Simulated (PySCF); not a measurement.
Compound: CH5FOSi.
SMILES with atom numbers: `[CH3:1][O:2][SiH2:3][F:4]` (hydrogens: H5, H6, H7 on C1; H8, H9 on Si3)

Method: PBE0-D3(BJ)/def2-SVP geometry optimisation, gas phase in PySCF.

List the bond lengths, angles and torsions at this level.

```csv
bond,length (Å),order
C1–O2,1.403,single
O2–Si3,1.643,single
Si3–F4,1.622,single
"C1–H5, C1–H6, C1–H7",1.103,single
Si3–H8,1.480,single
Si3–H9,1.489,single
```

Bonds in one row agree within 0.01 Å and their mean is given. Orders are formal, as drawn. A selection of angles:
```csv
angle,degrees
O2–C1–H5,108.8
O2–C1–H6,112.1
H5–C1–H6,108.1
C1–O2–Si3,125.9
O2–Si3–F4,110.3
O2–Si3–H8,107.0
O2–Si3–H9,110.7
F4–Si3–H8,108.5
F4–Si3–H9,106.4
H8–Si3–H9,113.9
```

Dihedral angles: C1–O2–Si3–F4 71° (synclinal). The mirror-image conformer, all signs reversed, is as good.

Si3 (fluorine-bound silicon) is distorted tetrahedral (angles from 106.4° to 113.9°).

Point group: C1 (no symmetry element, even within 0.4 Å). Not checked by PBE0-D3(BJ)/def2-SVP frequencies. The numbers are those of one conformer.
